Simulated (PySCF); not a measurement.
Isomers of C6H15NSi2, from PBE0-D3(BJ)/def2-SVP geometry optimisation, gas phase (PySCF). One conformer each, no zero-point energy, no frequencies.

Question: Which isomer lies lower at this level?
A. `[CH2:1]1[CH2:2][CH:3]([C@@H:4]2[CH2:5][SiH2:6][NH:7][SiH2:8]2)[CH2:9]1` with C2–C3–C4–C5 -172°, C9–C1–C2–C3 -19°, C1–C2–C3–C4 143°, C3–C4–C5–Si6 -165°, C4–C5–Si6–N7 30°: A = 2530, B = 667.9, C = 552.3 MHz, dipole 0.07 D
B. `[SiH3:1][N:2]([SiH3:3])[C@H:4]1[CH2:5][CH:6]=[CH:7][CH2:8][CH2:9]1` with Si1–N2–C4–C5 133°, N2–C4–C5–C6 172°, C4–C5–C6–C7 -15°, C6–C7–C8–C9 -14°, C7–C8–C9–C4 44°: A = 1856, B = 734.8, C = 639.4 MHz, dipole 1.04 D

Answer: A. That is `C1CC([C@@H]2C[SiH2]N[SiH2]2)C1`, 15.4 kcal/mol below the other.

```csv
SMILES,mapped SMILES,E (Eh),relative (kcal/mol),relative (kJ/mol),dipole (D)
C1CC([C@@H]2C[SiH2]N[SiH2]2)C1,[CH2:1]1[CH2:2][CH:3]([C@@H:4]2[CH2:5][SiH2:6][NH:7][SiH2:8]2)[CH2:9]1,-870.47442,0.0,0.0,0.07
[SiH3]N([SiH3])[C@H]1CC=CCC1,[SiH3:1][N:2]([SiH3:3])[C@H:4]1[CH2:5][CH:6]=[CH:7][CH2:8][CH2:9]1,-870.44990,15.4,64.4,1.04
```

As drawn, the lower has a four-membered ring, an N–H bond and an Si–C bond, which the higher lacks; the higher has a C=C bond outside aromatic rings, which the lower lacks.
